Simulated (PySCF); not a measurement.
**Polarisability and C₆ of Ge⁻ (germanium, charge -1)**

[Ar] 3d10 4s2 4p3, high-spin 4S determinant. Computed with PySCF 2.14 in def2-QZVPPD (12s7p5d4f1g, 95 functions), with no relativity, point nucleus. Coupled (time-dependent) response in atomic units; α is the mean over directions.

| method | mean α (bohr³) | C₆ (like pair) | S(−4) |
| --- | --- | --- | --- |
| wB97X | 97.77 | 1194 | 5867 |

S(−4) is the Cauchy moment in α(ω) = α(0) + S(−4) ω² + …

α(iu) at wB97X:

```json
{"u (hartree)": "0", "α(iu) (bohr³)": "97.77"}
{"u (hartree)": "0.0500", "α(iu) (bohr³)": "86.03"}
{"u (hartree)": "0.100", "α(iu) (bohr³)": "67.04"}
{"u (hartree)": "0.200", "α(iu) (bohr³)": "40.84"}
{"u (hartree)": "0.300", "α(iu) (bohr³)": "26.79"}
{"u (hartree)": "0.500", "α(iu) (bohr³)": "13.90"}
{"u (hartree)": "0.750", "α(iu) (bohr³)": "7.667"}
{"u (hartree)": "1.00", "α(iu) (bohr³)": "4.918"}
{"u (hartree)": "1.50", "α(iu) (bohr³)": "2.620"}
{"u (hartree)": "2.00", "α(iu) (bohr³)": "1.691"}
{"u (hartree)": "3.00", "α(iu) (bohr³)": "0.9276"}
{"u (hartree)": "5.00", "α(iu) (bohr³)": "0.4416"}
```

A single London oscillator, α(iu) = α/(1 + u²/ω²), gives C₆ = (3/4) ω α². Matching the computed C₆ needs ω = 4 × 1194 / (3 × 97.77²) = 0.167 hartree.

For an ion, C₆ is the dispersion term alone; charge-induced terms of lower order in 1/R come first.
